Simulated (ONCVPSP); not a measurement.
**Before and after: ONCV potential for iron**

```json
{
  "Element": "iron (Fe)",
  "Generator": "ONCVPSP 4.0.1",
  "Type": "optimised norm-conserving Vanderbilt (ONCV)",
  "Functional": "PBE",
  "Relativity": "scalar-relativistic",
  "Frozen core": "[Ne] 3s2",
  "Valence charge": "14",
  "Reference configuration": "3p6 3d6 4s2",
  "Partial waves": "4s: rc 2.45 bohr, ncon 3, nbas 6, qcut 2.8 1/bohr, 2 projectors, debl 2 Ha; 3p: rc 1.20 bohr, ncon 4, nbas 9, qcut 13.5 1/bohr, 2 projectors, debl 1.5 Ha; 3d: rc 0.90 bohr, ncon 3, nbas 6, qcut 10.3 1/bohr, 2 projectors, debl 1.6 Ha; f scattering state at 0.04 Ha: rc 2.20 bohr, ncon 5, nbas 8, qcut 5.6 1/bohr, 2 projectors, debl 1.3 Ha",
  "Local potential": "polynomial inside 0.60 bohr (lpopt 5, dvloc0 1 Ha)",
  "Core correction": "Teter function, fcfact 2, rcfact 1.5"
}
```

In the p channel the program set the typed energies aside and used -2.207, 0.250 Ha.

All-electron outer shells of the reference configuration (PBE, scalar-relativistic, ld1.x):

```csv
shell,level (eV),outermost node (bohr),outermost maximum (bohr)
3s,-94.02,0.33,0.70
3p,-60.04,0.30,0.72
3d,-7.50,–,0.71
4s,-5.29,1.00,2.41
```

Change: p: nproj 1.

Cutoffs: the cutoffs (Ha) at which the residual kinetic energy of the hardest occupied pseudo-wave falls to 1 and 0.1 mHa per electron; they do not see the model core or the augmentation charge, which bear on the density cutoff. Errors are all-electron minus pseudo energies relative to the spin-unpolarised reference configuration.

What does the change do?

Both files keep a bound ghost (s); of the 4 tests that both files solve, the error grows in 0 and shrinks in 1 by more than 15 % and 0.3 meV (median size 22.2 → 16.9 meV); the range in which the p phases agree narrows (upper end at the end of the scan → 2.4).

| quantity | base | changed |
| --- | --- | --- |
| bound ghosts | s | s |
| GHOST(+) flags under 300 eV | f at 12.2 eV, s at 90.4 eV | f at 12.2 eV, s at 90.4 eV |
| error for 3p6 3d6 4s1, meV [ΔE 8.73 eV] | -5.5 | -5.4 |
| error for 3p6 3d6 4s0, meV [ΔE 24.93 eV] | -32 | -32 |
| error for 3p6 3d5 4s0, meV [ΔE 59.16 eV] | +16 | +17 |
| error for 3p6 3d6 4s0 4p2, meV [ΔE 8.46 eV] | -28 | +17 |
| s: phases at 2.49 bohr within 0.05 rad from the reference energy up to (Ha; the scan ends near 5) | n/a | n/a |
| p: phases at 1.22 bohr within 0.05 rad from the reference energy up to (Ha; the scan ends near 5) | to the end of the scan | 2.4 |
| d: phases at 0.91 bohr within 0.05 rad from the reference energy up to (Ha; the scan ends near 5) | to the end of the scan | to the end of the scan |
| f: phases at 2.24 bohr within 0.05 rad from the reference energy up to (Ha; the scan ends near 5) | 4.0 | 4.0 |
| rms error of d²Exc/dni dnj with the model core, mHa | 2.79 | 2.79 |

 A true bound ghost makes a file unfit for plane-wave use even where its test errors are small: the radial tests pick states by their node count and pass the ghost by.
